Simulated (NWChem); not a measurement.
System: SiH₄Se₂; SMILES [SeH][SiH2][SeH]

NWChem input:

```
start job
memory heap 200 mb stack 900 mb global 1100 mb
geometry units angstroms noautosym nocenter noautoz
  Si    -0.887589    -0.005829     0.013049
  Se     0.352094     1.901036     0.203526
  Se     0.333916    -1.929976    -0.107432
  H     -1.772374     0.036870     1.212588
  H     -1.703212    -0.036666    -1.234888
  H      1.117711     1.624641    -1.023037
  H      1.029723    -1.665690     1.162651
end
basis spherical
  * library 6-31g*
end
dft
  xc b3lyp
  iterations 150
end
property
  response 1 0.0773
end
task dft property
```

Output (shortened):

```
             Northwest Computational Chemistry Package (NWChem) 7.3.0
             --------------------------------------------------------

                             Geometry "geometry" -> ""
                             -------------------------

 Output coordinates in angstroms (scale by  1.889725989 to convert to a.u.)

  No.       Tag          Charge          X              Y              Z
 ---- ---------------- ---------- -------------- -------------- --------------
    1 Si                  14.0000    -0.88758900    -0.00582900     0.01304900
    2 Se                  34.0000     0.35209400     1.90103600     0.20352600
    3 Se                  34.0000     0.33391600    -1.92997600    -0.10743200
    4 H                    1.0000    -1.77237400     0.03687000     1.21258800
    5 H                    1.0000    -1.70321200    -0.03666600    -1.23488800
    6 H                    1.0000     1.11771100     1.62464100    -1.02303700
    7 H                    1.0000     1.02972300    -1.66569000     1.16265100

 Effective nuclear repulsion energy (a.u.)     453.4489762293

                              NWChem Property Module
                              ----------------------

                                 NWChem DFT Module
                                 -----------------

 Summary of "ao basis" -> "ao basis" (spherical)
 ------------------------------------------------------------------------------
       Tag                 Description            Shells   Functions and Types
 ---------------- ------------------------------  ------  ---------------------
 Si                          6-31g*                  8       18   4s3p1d
 Se                          6-31g*                 12       32   5s4p3d
 H                           6-31g*                  2        2   2s

            General Information
            -------------------
          SCF calculation type: DFT
          Wavefunction type:  closed shell.
          No. of atoms     :     7
          No. of electrons :    86
           Alpha electrons :    43
            Beta electrons :    43
          Charge           :     0
          Spin multiplicity:     1
          Use of symmetry is: off; symmetry adaption is: off
          Maximum number of iterations: 150
          AO basis - number of functions:    90
                     number of shells:    40
          Convergence on energy requested:  1.00D-06
          Convergence on density requested:  1.00D-05
          Convergence on gradient requested:  5.00D-04

              XC Information
              --------------
                         B3LYP Method XC Potential
                     Hartree-Fock (Exact) Exchange  0.200
                        Slater Exchange Functional  0.800 local
                    Becke 1988 Exchange Functional  0.720 non-local
              Lee-Yang-Parr Correlation Functional  0.810
                  VWN I RPA Correlation Functional  0.190 local

             Grid Information
             ----------------
          Grid used for XC integration:  medium
          Radial quadrature: Mura-Knowles
          Angular quadrature: Lebedev.
          Tag              B.-S. Rad. Rad. Pts. Rad. Cut. Ang. Pts.
          ---              ---------- --------- --------- ---------
          Si                  1.10       88           9.0       590
          Se                  1.15      112          11.0       590
          H                   0.35       45          11.0       434
          Grid pruning is: on
          Number of quadrature shells:   492
          Spatial weights used:  Erf1

      Superposition of Atomic Density Guess
      -------------------------------------

 Sum of atomic energies:       -5089.82092422

      Non-variational initial energy
      ------------------------------

 Total energy =   -5090.647457
 1-e energy   =   -7992.475155
 2-e energy   =    2448.378721
 HOMO         =      -0.280084
 LUMO         =       0.030211

   convergence    iter        energy       DeltaE   RMS-Dens  Diis-err
 ---------------- ----- ----------------- --------- --------- ---------
 d= 0,ls=0.0,diis     1  -5094.4680184970 -5.55D+03  1.05D-02  3.94D-01
 d= 0,ls=0.0,diis     2  -5094.4862230791 -1.82D-02  6.48D-03  2.47D-01
 d= 0,ls=0.0,diis     3  -5094.5181488822 -3.19D-02  2.05D-03  2.05D-02
 d= 0,ls=0.0,diis     4  -5094.5213064663 -3.16D-03  4.90D-04  1.19D-03
 d= 0,ls=0.0,diis     5  -5094.5215345510 -2.28D-04  8.98D-05  2.85D-05
  Resetting Diis
 d= 0,ls=0.0,diis     6  -5094.5215399238 -5.37D-06  1.84D-05  1.08D-06
 d= 0,ls=0.0,diis     7  -5094.5215401028 -1.79D-07  5.44D-06  1.08D-07

         Total DFT energy =    -5094.521540102814
      One electron energy =    -7994.554393542375
           Coulomb energy =     2643.376888552311
    Exchange-Corr. energy =     -196.793011342002
 Nuclear repulsion energy =      453.448976229253

 Numeric. integr. density =       85.999984148494

                       DFT Final Molecular Orbital Analysis
                       ------------------------------------

 Vector   41  Occ=2.000000D+00  E=-3.216259D-01
              MO Center=  1.8D-01, -1.4D-02,  4.3D-02, r^2= 5.4D+00
   Bfn.  Coefficient  Atom+Function         Bfn.  Coefficient  Atom+Function
  ----- ------------  ---------------      ----- ------------  ---------------
    62      0.348380  3 Se py                30      0.345671  2 Se py
     8     -0.308588  1 Si py                31      0.225763  2 Se pz
    63      0.214731  3 Se pz                61     -0.200129  3 Se px
    29      0.191704  2 Se px                28     -0.171711  2 Se s
    60      0.171645  3 Se s                 58     -0.151900  3 Se py

 Vector   42  Occ=2.000000D+00  E=-2.593796D-01
              MO Center=  3.0D-01, -1.5D-02,  4.7D-02, r^2= 5.3D+00
   Bfn.  Coefficient  Atom+Function         Bfn.  Coefficient  Atom+Function
  ----- ------------  ---------------      ----- ------------  ---------------
    61      0.415502  3 Se px                29      0.396483  2 Se px
    31      0.303622  2 Se pz                63     -0.279591  3 Se pz
    65      0.210656  3 Se px                33      0.200635  2 Se px
    57     -0.178137  3 Se px                25     -0.169943  2 Se px
    35      0.159090  2 Se pz                67     -0.146980  3 Se pz

 Vector   43  Occ=2.000000D+00  E=-2.466949D-01
              MO Center=  2.2D-01, -1.2D-02,  4.5D-02, r^2= 5.6D+00
   Bfn.  Coefficient  Atom+Function         Bfn.  Coefficient  Atom+Function
  ----- ------------  ---------------      ----- ------------  ---------------
    30      0.379183  2 Se py                62      0.374829  3 Se py
    61      0.309467  3 Se px                29     -0.291143  2 Se px
    31     -0.235110  2 Se pz                63     -0.216681  3 Se pz
    34      0.197221  2 Se py                66      0.195141  3 Se py
    26     -0.160592  2 Se py                58     -0.158723  3 Se py

 Vector   44  Occ=0.000000D+00  E=-2.737186D-02
              MO Center= -1.5D-02, -1.2D-02,  3.8D-02, r^2= 6.2D+00
   Bfn.  Coefficient  Atom+Function         Bfn.  Coefficient  Atom+Function
  ----- ------------  ---------------      ----- ------------  ---------------
    10      1.058311  1 Si s                 11      0.704074  1 Si px
    66     -0.535811  3 Se py                34      0.530315  2 Se py
     6      0.457788  1 Si s                 32     -0.355912  2 Se s
    64     -0.357540  3 Se s                  7      0.319104  1 Si px
    33      0.319203  2 Se px                88     -0.313981  6 H  s

 Vector   45  Occ=0.000000D+00  E= 2.286954D-03
              MO Center= -5.5D-01, -7.4D-03,  2.3D-02, r^2= 6.2D+00
   Bfn.  Coefficient  Atom+Function         Bfn.  Coefficient  Atom+Function
  ----- ------------  ---------------      ----- ------------  ---------------
    12      1.386612  1 Si py                32     -0.860583  2 Se s
    64      0.860143  3 Se s                 88      0.501197  6 H  s
    90     -0.501466  7 H  s                 66      0.464408  3 Se py
    34      0.461523  2 Se py                35      0.334892  2 Se pz
     8      0.326797  1 Si py                67      0.318343  3 Se pz

 Vector   46  Occ=0.000000D+00  E= 1.179398D-02
              MO Center=  2.7D-01, -2.8D-02,  4.7D-02, r^2= 6.5D+00
   Bfn.  Coefficient  Atom+Function         Bfn.  Coefficient  Atom+Function
  ----- ------------  ---------------      ----- ------------  ---------------
    10      1.018015  1 Si s                 11      0.887970  1 Si px
    90      0.831329  7 H  s                 88      0.822791  6 H  s
    32     -0.760296  2 Se s                 64     -0.760764  3 Se s
    67     -0.505563  3 Se pz                34      0.491760  2 Se py
    35      0.490360  2 Se pz                66     -0.487494  3 Se py

     Multipole analysis of the density
     ---------------------------------

     L   x y z        total         alpha         beta         nuclear
     -   - - -        -----         -----         ----         -------
     0   0 0 0     -0.000000    -43.000000    -43.000000     86.000000

     1   1 0 0     -0.017034     -9.050801     -9.050801     18.084568
     1   0 1 0     -0.000398      1.045208      1.045208     -2.090814
     1   0 0 1     -0.000127     -3.370575     -3.370575      6.741023

[...]

 DFT Linear Response polarizability / au
 Frequency  =       0.0773000 / au
 Wavelength =     589.4353558 / nm
              X              Y              Z
 -----------------------------------------------
 X      64.2786863      0.1448267      0.2825327
 Y       0.1448263     97.6668064      3.1532001
 Z       0.2825315      3.1531984     55.0602632
 -----------------------------------------------
 Eigenvalues =      64.2856480     97.8997137     54.8203942
 Isotropic   =      72.3352520
 Anisotropic =      39.2130349
 -----------------------------------------------

 Magnetic Dipole Response Matrix (nonzero elements):
```

Level: B3LYP/6-31G* (spherical d). All runs use the structure optimised with PBE0/def2-SVP.
